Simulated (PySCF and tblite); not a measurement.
Results of a calculation; reference values are marked as such.
System: C₅H₁₀GeSi, numbered as in [SiH3:1][C:2]1=[CH:3][C@H:4]([GeH3:5])[CH:6]=[CH:7]1.

Motion: shift of Ge5 from C4 to C6. GFN2-xTB gives an electronic barrier of 9.6 kcal/mol.

Spin–orbit effects of heavy atoms on shieldings are missing.

Task: What does PBE0/pcSseg-1 + D3(BJ) give on PBE0-D3(BJ)/def2-SVP geometries?

Result: A barrier of 12.5 kcal/mol, 2.8 above the tight-binding barrier (from unrounded values) and, with GFN2-xTB thermal terms, ΔG‡(298 K) = 12.2 kcal/mol and k = 7050 s⁻¹ (1 equivalent path).

Task: And the level of the geometries itself, PBE0-D3(BJ)/def2-SVP?

Result: 11.8 kcal/mol.

Programs: tblite and PySCF.
